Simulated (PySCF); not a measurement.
Sn(OH)2, optimised at PBE0/def2-TZVP:

```xyz
5

O     -0.3869     0.3793    -0.2034
Sn    -0.3412     1.4946     1.4337
O      0.6310     3.0744     0.7369
H      0.0178     0.7191    -1.0055
H      0.9085     3.0775    -0.1825
```

Energies from PySCF (xtb for GFN2), thermal terms from the rigid-rotor harmonic-oscillator model, ideal gas at 1 bar. All species are closed-shell singlets. Sn: scalar-relativistic def2 core potential, no spin-orbit coupling. Sn(OH)2: computed as isolated molecules; such fragments, hydroxides, amides, oligomers or adducts are transient or little studied in the gas.

Q: List the harmonic frequencies (cm⁻¹, unscaled) at this level and at the other levels, each on its own geometry.

A: 
- PBE0/def2-TZVP: 201, 287, 384, 581, 601, 613, 746, 3882, 3882
- GFN2-xTB: 147, 297, 348, 359, 393, 487, 557, 3660, 3666
- PBE/def2-SVP: 178, 310, 384, 555, 564, 602, 736, 3698, 3698
